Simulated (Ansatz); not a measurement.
# Molecular dynamics of AlH7O2Si2

Input file:

```yaml
crystal:
  periodic: [false, false, false]
  atoms:
    - { symbol: Al, position_ang: [0.012986, -0.0746, 0.153031] }
    - { symbol: H, position_ang: [0.17093, 1.063408, 1.215638] }
    - { symbol: O, position_ang: [1.384429, -0.734059, -0.592578] }
    - { symbol: Si, position_ang: [2.632873, -1.45964, -1.395468] }
    - { symbol: H, position_ang: [2.13135, -2.577539, -2.249607] }
    - { symbol: H, position_ang: [3.324912, -0.468149, -2.270654] }
    - { symbol: H, position_ang: [3.618016, -2.011201, -0.419315] }
    - { symbol: O, position_ang: [-1.529373, -0.648561, -0.2508] }
    - { symbol: Si, position_ang: [-2.967457, -1.288047, -0.751299] }
    - { symbol: H, position_ang: [-3.260192, -2.544037, -0.000127] }
    - { symbol: H, position_ang: [-4.074256, -0.316118, -0.510951] }
    - { symbol: H, position_ang: [-2.921119, -1.603258, -2.20987] }
basis:
  gaussian: { orbitals: def2-SVP }
hamiltonian:
  xc: b3lyp
md:
  timestep: 4.0
  n_steps: 40
  ensemble: nvt_langevin
  temperature: 3000.0
  initial_velocities: maxwell_boltzmann
  seed: 890982
  friction: 0.02
```

Launched with:

```bash
$ ansatz run input.yaml --threads 2 --pin off --max-ram 3072MiB --backend cpu --events-out ev --progress --plain --runs-dir out
```

It starts from a relaxed structure.

Output, in part (step lines, the closing report, with atoms numbered from 0):

```
md step     0: t =     0.00 fs  T =  2750.0 K  F+E_penalty+E_count = -26556.62825136 eV  E_kin = 4.265580 eV  (24 SCF iters)
md step     1: t =     4.00 fs  T =  2221.3 K  F+E_penalty+E_count = -26554.05183236 eV  E_kin = 3.445527 eV  (27 SCF iters)
md step     2: t =     8.00 fs  T =  2008.0 K  F+E_penalty+E_count = -26551.41326068 eV  E_kin = 3.114611 eV  (30 SCF iters)
md step     3: t =    12.00 fs  T =  2475.1 K  F+E_penalty+E_count = -26551.17140967 eV  E_kin = 3.839161 eV  (29 SCF iters)
md step     4: t =    16.00 fs  T =  3270.2 K  F+E_penalty+E_count = -26552.74802725 eV  E_kin = 5.072514 eV  (29 SCF iters)
md step     5: t =    20.00 fs  T =  5198.4 K  F+E_penalty+E_count = -26552.12214924 eV  E_kin = 8.063269 eV  (29 SCF iters)
md step     6: t =    24.00 fs  T =  6204.0 K  F+E_penalty+E_count = -26546.94645791 eV  E_kin = 9.623167 eV  (35 SCF iters)
md step     7: t =    28.00 fs  T = 15784.1 K  F+E_penalty+E_count = -26540.80746139 eV  E_kin = 24.483002 eV  (44 SCF iters)
md step     8: t =    32.00 fs  T = 30026.5 K  F+E_penalty+E_count = -26538.48363930 eV  E_kin = 46.574680 eV  (52 SCF iters)
md step     9: t =    36.00 fs  T = 27039.2 K  F+E_penalty+E_count = -26537.60971689 eV  E_kin = 41.941115 eV  (74 SCF iters)
md step    10: t =    40.00 fs  T = 22415.6 K  F+E_penalty+E_count = -26535.63935513 eV  E_kin = 34.769277 eV  (98 SCF iters)
md step    11: t =    44.00 fs  T = 20162.0 K  F+E_penalty+E_count = -26535.22836017 eV  E_kin = 31.273641 eV  (312 SCF iters)
md step    12: t =    48.00 fs  T = 18618.9 K  F+E_penalty+E_count = -26536.09864043 eV  E_kin = 28.880138 eV  (135 SCF iters)
md step    13: t =    52.00 fs  T = 17316.9 K  F+E_penalty+E_count = -26536.21200725 eV  E_kin = 26.860591 eV  (130 SCF iters)
md step    14: t =    56.00 fs  T = 16326.4 K  F+E_penalty+E_count = -26535.03970758 eV  E_kin = 25.324196 eV  (144 SCF iters)
md step    15: t =    60.00 fs  T = 13923.5 K  F+E_penalty+E_count = -26534.31104339 eV  E_kin = 21.596976 eV  (151 SCF iters)
md step    16: t =    64.00 fs  T = 12288.2 K  F+E_penalty+E_count = -26532.89967431 eV  E_kin = 19.060514 eV  (97 SCF iters)
md step    17: t =    68.00 fs  T = 11993.6 K  F+E_penalty+E_count = -26532.57956799 eV  E_kin = 18.603555 eV  (55 SCF iters)
md step    18: t =    72.00 fs  T =  9302.7 K  F+E_penalty+E_count = -26531.81203474 eV  E_kin = 14.429644 eV  (59 SCF iters)
md step    19: t =    76.00 fs  T =  7764.6 K  F+E_penalty+E_count = -26530.27542195 eV  E_kin = 12.043838 eV  (91 SCF iters)
md step    20: t =    80.00 fs  T =  8766.6 K  F+E_penalty+E_count = -26529.71189207 eV  E_kin = 13.598024 eV  (103 SCF iters)
md step    21: t =    84.00 fs  T =  7363.7 K  F+E_penalty+E_count = -26529.09922580 eV  E_kin = 11.422024 eV  (90 SCF iters)
md step    22: t =    88.00 fs  T =  8424.4 K  F+E_penalty+E_count = -26529.97174111 eV  E_kin = 13.067300 eV  (93 SCF iters)
md step    23: t =    92.00 fs  T =  7581.3 K  F+E_penalty+E_count = -26530.98810052 eV  E_kin = 11.759529 eV  (81 SCF iters)
md step    24: t =    96.00 fs  T =  7547.6 K  F+E_penalty+E_count = -26532.19406889 eV  E_kin = 11.707300 eV  (88 SCF iters)
md step    25: t =   100.00 fs  T =  8393.8 K  F+E_penalty+E_count = -26530.41404512 eV  E_kin = 13.019736 eV  (82 SCF iters)
md step    26: t =   104.00 fs  T = 13502.5 K  F+E_penalty+E_count = -26531.66300968 eV  E_kin = 20.943926 eV  (116 SCF iters)
md step    27: t =   108.00 fs  T = 11643.5 K  F+E_penalty+E_count = -26531.11787542 eV  E_kin = 18.060455 eV  (104 SCF iters)
md step    28: t =   112.00 fs  T =  9032.4 K  F+E_penalty+E_count = -26530.39419165 eV  E_kin = 14.010262 eV  (98 SCF iters)
md step    29: t =   116.00 fs  T =  8259.4 K  F+E_penalty+E_count = -26530.04019854 eV  E_kin = 12.811340 eV  (90 SCF iters)
md step    30: t =   120.00 fs  T =  8866.5 K  F+E_penalty+E_count = -26531.03874939 eV  E_kin = 13.753002 eV  (89 SCF iters)
md step    31: t =   124.00 fs  T =  9225.0 K  F+E_penalty+E_count = -26528.91695755 eV  E_kin = 14.309140 eV  (86 SCF iters)
md step    32: t =   128.00 fs  T = 12422.3 K  F+E_penalty+E_count = -26527.83285782 eV  E_kin = 19.268555 eV  (124 SCF iters)
md step    33: t =   132.00 fs  T = 10150.3 K  F+E_penalty+E_count = -26526.83133050 eV  E_kin = 15.744341 eV  (102 SCF iters)
md step    34: t =   136.00 fs  T =  8712.6 K  F+E_penalty+E_count = -26526.51207721 eV  E_kin = 13.514231 eV  (123 SCF iters)
md step    35: t =   140.00 fs  T =  7134.8 K  F+E_penalty+E_count = -26526.16424170 eV  E_kin = 11.066903 eV  (140 SCF iters)
md step    36: t =   144.00 fs  T =  6474.3 K  F+E_penalty+E_count = -26526.03721093 eV  E_kin = 10.042385 eV  (119 SCF iters)
md step    37: t =   148.00 fs  T =  5440.6 K  F+E_penalty+E_count = -26526.12769572 eV  E_kin = 8.439018 eV  (130 SCF iters)
md step    38: t =   152.00 fs  T =  4433.2 K  F+E_penalty+E_count = -26525.95940253 eV  E_kin = 6.876481 eV  (183 SCF iters)
md step    39: t =   156.00 fs  T =  4106.1 K  F+E_penalty+E_count = -26525.96503816 eV  E_kin = 6.369131 eV  (104 SCF iters)
md step    40: t =   160.00 fs  T =  3595.1 K  F+E_penalty+E_count = -26526.31232291 eV  E_kin = 5.576396 eV  (1762 SCF iters)
Total energy: -26526.31343720 eV, -974.8240386360 hartree
Atom 0 at     0.071590     0.021101    -1.206299 Å, force    -0.487274     0.824021     0.274637 eV/Å
Atom 1 at     2.401504     5.760156     0.332886 Å, force    -0.001437    -0.012187    -0.005343 eV/Å
Atom 2 at     0.124485    -1.609811    -1.769171 Å, force     0.035992     0.543165     0.522593 eV/Å
Atom 3 at     1.336307    -2.651779    -1.882361 Å, force     1.692639    -2.187396    -0.677422 eV/Å
Atom 4 at     1.946196    -3.138774    -0.451746 Å, force    -0.717290     0.655336    -0.320299 eV/Å
Atom 5 at    41.121394    13.899155    12.796419 Å, force    -0.000303    -0.000042    -0.000250 eV/Å
Atom 6 at    10.511258    -1.564701   -11.002651 Å, force    -0.003439     0.001784     0.004165 eV/Å
Atom 7 at    -2.484901    -1.686297    -0.813068 Å, force     1.281417    -4.313860    -0.500023 eV/Å
Atom 8 at    -2.920850    -0.302002    -0.622235 Å, force    -1.801626     4.488662     0.703092 eV/Å
Atom 9 at    -5.547942    -0.321793     8.100065 Å, force    -0.001609    -0.002007    -0.003163 eV/Å
Atom 10 at    -4.970474     9.625217   -28.640399 Å, force     0.000302    -0.000017     0.000336 eV/Å
Atom 11 at   -17.223776   -11.891597    -0.117520 Å, force     0.002627     0.002541     0.001678 eV/Å
Dipole moment:    -0.769303    -0.210491     0.311973 e Å
```

All steps were run. The temperature shot up to 30000 K, far beyond the bath's, so the integration failed: the time step of 4 fs is too long for the fastest motions that this run met, and the later frames carry no physical meaning.

Parted: Al1–H2 1.56 → 6.38 Å, Al1–O8 1.69 → 3.10 Å, Si4–H6 1.49 → 45.52 Å, Si4–H7 1.49 → 12.98 Å, Si9–H10 1.49 → 9.11 Å, Si9–H11 1.49 → 29.80 Å. It ends as AlHOSi + H + H + H + H + H + H + OSi. Pairs count as bonded within 1.25 times the sum of covalent radii (0.12 Å more for H–H).

Last frame:

```xyz
12
Properties=species:S:1:pos:R:3
Al 0.072 0.021 -1.206
H 2.401 5.760 0.333
O 0.124 -1.610 -1.769
Si 1.336 -2.652 -1.882
H 1.946 -3.139 -0.452
H 41.121 13.899 12.796
H 10.511 -1.565 -11.003
O -2.485 -1.686 -0.813
Si -2.921 -0.302 -0.622
H -5.548 -0.322 8.100
H -4.971 9.625 -28.640
H -17.224 -11.892 -0.117
```

The run took 3.5 min on 2 threads of Arm Neoverse V2 (shared host), peak memory 0.29 GiB.
